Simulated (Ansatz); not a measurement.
`C[SiH](F)Cl` and `C[SiH](F)P` differ in one atom or group.

Ansatz, PBE0-D4/def2-TZVP geometries, multiplicity 1. Each molecule was computed in one conformer, which needn't be the lowest.

| property | `C[SiH](F)Cl` |
| --- | --- |
| HOMO energy (ωB97M-V/def2-TZVPP) / eV | -11.21 |
| size of the dipole moment (PBE/def2-TZVPP) / D | 2.01 |
| size of the dipole moment (ωB97M-V/def2-TZVPP) / D | 2.05 |
| LUMO energy (PBE0/def2-TZVPP) / eV | 0.71 |
| LUMO energy (B3LYP/def2-TZVPP) / eV | 0.48 |
| ideal-gas entropy at 298 K and 1 bar (rigid rotor, harmonic PBE0-D4/def2-TZVP) / J/(mol·K) | 318 |

Q: What does the change do to each property? (Estimate.)

A: The calculation gave: 
```csv
property,`C[SiH](F)P`,shift
HOMO energy (ωB97M-V/def2-TZVPP) / eV,-9.70,1.51
size of the dipole moment (PBE/def2-TZVPP) / D,2.11,0.10
size of the dipole moment (ωB97M-V/def2-TZVPP) / D,2.09,0.04
LUMO energy (PBE0/def2-TZVPP) / eV,0.16,-0.55
LUMO energy (B3LYP/def2-TZVPP) / eV,-0.06,-0.54
"ideal-gas entropy at 298 K and 1 bar (rigid rotor, harmonic PBE0-D4/def2-TZVP) / J/(mol·K)",340,22
```

With PBE0 the HOMO rises by 1.36 eV and the LUMO falls by 0.55 eV, so the gap narrows by about 1.91 eV. PBE moves the HOMO by 1.10 eV and ωB97M-V by 1.51 eV. The zero-point energy changes by 41.8 kJ/mol with +6 modes. Dipoles are sizes alone; their direction can turn.

B3LYP here is the variant with VWN-RPA as its local correlation; programs differ in this.
